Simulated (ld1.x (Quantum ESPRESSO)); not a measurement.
Mn, RRKJ: configuration errors across variants

ld1.x (Quantum ESPRESSO) 7.5 input, shortened:

```
&input
   title='Mn', zed=25., rel=2, dft='REVPBE', iswitch=3,
   config='[Ar] 3d5.5 4s1.5 4p0', rel_dist='average'
 /
 &inputp
   pseudotype=2, tm=.false., lloc=2,
   nlcc=.false.
 /
3
3S  1  0   2.00   0.00  1.30  1.30  0.0
3P  2  1   6.00   0.00  1.00  1.00  0.0
3D  3  2   5.50   0.00  1.05  1.05  0.0
 &test
   configts(1)='3s2 3p6 3d5.5 4s1.5 4p0'
 /
```

Open shells are filled in proportion to 2j + 1 (rel_dist='average').

Occupied shells without a wave of their own: 4s. They enter only through the test configuration that unscreens the potential.

All-electron excitation energies from the reference (eV): (1) 3s2 3p6 3d5 4s2 4p0 0.484; (2) 3s2 3p6 3d5 4s1 4p0 8.814; (3) 3s2 3p6 3d5 4s0 4p0 24.256; (4) 3s2 3p6 3d5 4s0 4p2 8.350; (5) 3s2 3p6 3d6 4s1 4p0 0.119; (6) 3s2 3p6 3d5 4s1.5 4p0 3.810; (7) 3s2 3p6 3d4 4s2 4p0 13.612.

For the base: The 4s level has no wave, so the channel is fitted at the deeper level alone: the likely source of the large errors.

On the changes marked as counting shells twice: ld1.x takes every shell without a wave as core, so the model core holds the marked electrons as well and exchange and correlation see them twice. This cancels in the reference configuration, but the file is broken for other ones, and its errors say nothing about a proper core correction.

6 further variants failed, have other tests or another functional or relativity, and are left out.

The file “base” misses its own reference levels by 0.7 eV. The file “wave 3p (bound): rc 1.00 bohr becomes 3p (bound): rc 1.28 bohr” misses its own reference levels by 0.7 eV. The file “core correction a·sin(br)/r model core inside 0.50 bohr (4s counted twice)” misses its own reference levels by 0.7 eV.

Errors AE − PS in meV (a dash: test not solved or not reliable):

```tsv
change	(1)	(2)	(3)	(4)	(5)	(6)	(7)	bound ghosts
base	+458	-530	-2147	-1449	-266	+37	+1338	not determined
wave 3p (bound): rc 1.00 bohr becomes 3p (bound): rc 1.28 bohr	+455	-531	-2158	-1451	-269	+35	+1310	none
wave 3s (bound): rc 1.30 bohr becomes 3s (bound): rc 1.12 bohr	+94	-116	-472	-331	-62	+4.1	+265	not determined
core correction a·sin(br)/r model core inside 0.50 bohr (4s counted twice)	+417	-624	-2732	-1677	-297	+5.3	+1024	not determined
```

(1) Give the same row for: wave 3d (bound): rc 1.05 bohr becomes 3d (bound): rc 1.12 bohr.

Results:

(1) +348, -409, -1646, -1129, -209, +24, +1029; bound ghosts: not determined.
